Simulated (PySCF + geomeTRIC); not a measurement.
Computed with PySCF + geomeTRIC with TPSS-D3(BJ)/def2-SVP. fastk is a local helper that only speeds up exchange builds. No frequencies were computed at this level.

```python
import json, numpy as np
from pyscf import gto, dft
from fastk import lowrank_exchange
atoms = """
Zn    -0.000000    -0.000001     0.000000
Br     0.867895     0.717460     1.983653
Br    -0.867896    -0.717469    -1.983650
"""
def scf(charge, spin, dm0=None):
    mol = gto.M(atom=atoms, basis='def2-svp', ecp={}, charge=charge, spin=spin, verbose=3, max_memory=3360)
    mf = dft.KS(mol, xc='tpss').density_fit(auxbasis="def2-universal-jkfit")
    mf.disp = 'd3bj'
    mf.grids.level = 3
    mf.conv_tol = 1e-8
    mf.max_cycle = 120
    mf.level_shift = 0.25
    mf.kernel(dm0)
    if not mf.converged:
        mf = mf.newton().run(mf.mo_coeff, mf.mo_occ).undo_soscf()
    return mf
mf = scf(0, 0)
from pyscf.geomopt.geometric_solver import kernel as optimize
path = []
done, mol = optimize(mf, maxsteps=120, assert_convergence=False, callback=lambda env: path.append((env["energy"], bool(env["g_scanner"].converged))))
res = dict(converged=bool(done and path[-1][1]), energy=path[-1][0], path=[e for e, c in path], xyz=mol.atom_coords(unit="Angstrom").tolist(), nao=mol.nao)
json.dump(res, open("result.json", "w"))
```

Output:

```
converged SCF energy = -6926.77655230131
Geometry optimization cycle 1
converged SCF energy = -6926.77655230041
cycle 1: E = -6926.7765523  dE = -6926.78  norm(grad) = 0.0150627
Geometry optimization cycle 2
converged SCF energy = -6926.77745121108
cycle 2: E = -6926.77745121  dE = -0.000898911  norm(grad) = 0.00316314
Geometry optimization cycle 3
converged SCF energy = -6926.77748745072
cycle 3: E = -6926.77748745  dE = -3.62396e-05  norm(grad) = 0.000375857
Geometry optimization cycle 4
converged SCF energy = -6926.77748969255
cycle 4: E = -6926.77748969  dE = -2.24183e-06  norm(grad) = 0.000151583
Geometry optimization cycle 5
converged SCF energy = -6926.7774967263
cycle 5: E = -6926.77749673  dE = -7.03375e-06  norm(grad) = 0.000482814
Geometry optimization cycle 6
converged SCF energy = -6926.7775040536
cycle 6: E = -6926.77750405  dE = -7.3273e-06  norm(grad) = 0.000645939
Geometry optimization cycle 7
converged SCF energy = -6926.77750669843
cycle 7: E = -6926.7775067  dE = -2.64483e-06  norm(grad) = 0.000333636
Geometry optimization cycle 8
converged SCF energy = -6926.7775068969
cycle 8: E = -6926.7775069  dE = -1.98464e-07  norm(grad) = 2.91493e-05
<class 'geometric.internal.Distance'> : 2
<class 'geometric.internal.LinearAngle'> : 2
<class 'geometric.internal.TranslationX'> : 1
<class 'geometric.internal.TranslationY'> : 1
<class 'geometric.internal.TranslationZ'> : 1
<class 'geometric.internal.RotationA'> : 1
<class 'geometric.internal.RotationB'> : 1
<class 'geometric.internal.RotationC'> : 1
Step    0 : Gradient = 8.696e-03/1.065e-02 (rms/max) Energy = -6926.7765523004
Step    1 : Displace = 2.992e-02/3.665e-02 (rms/max) Trust = 1.000e-01 (=) Grad = 1.826e-03/2.237e-03 (rms/max) E (change) = -6926.7774512111 (-8.989e-04) Quality = 1.218
Step    2 : Displace = 7.981e-03/9.775e-03 (rms/max) Trust = 1.414e-01 (+) Grad = 2.170e-04/2.658e-04 (rms/max) E (change) = -6926.7774874507 (-3.624e-05) Quality = 0.859
Step    3 : Displace = 6.354e-04/7.782e-04 (rms/max) Trust = 2.000e-01 (+) Grad = 8.752e-05/1.072e-04 (rms/max) E (change) = -6926.7774896925 (-2.242e-06) Quality = 2.268
Step    4 : Displace = 1.133e-03/1.388e-03 (rms/max) Trust = 2.828e-01 (+) Grad = 2.788e-04/3.414e-04 (rms/max) E (change) = -6926.7774967263 (-7.034e-06) Quality = 2.195
Step    5 : Displace = 3.599e-04/4.408e-04 (rms/max) Trust = 3.000e-01 (+) Grad = 3.729e-04/4.568e-04 (rms/max) E (change) = -6926.7775040536 (-7.327e-06) Quality = 2.248
Step    6 : Displace = 6.965e-04/8.530e-04 (rms/max) Trust = 3.000e-01 (=) Grad = 1.926e-04/2.359e-04 (rms/max) E (change) = -6926.7775066984 (-2.645e-06) Quality = 2.092
Step    7 : Displace = 6.890e-04/8.438e-04 (rms/max) Trust = 3.000e-01 (=) Grad = 1.683e-05/2.062e-05 (rms/max) E (change) = -6926.7775068969 (-1.985e-07) Quality = 0.521
Converged! =D
```

Cost: roughly 90 core-seconds.
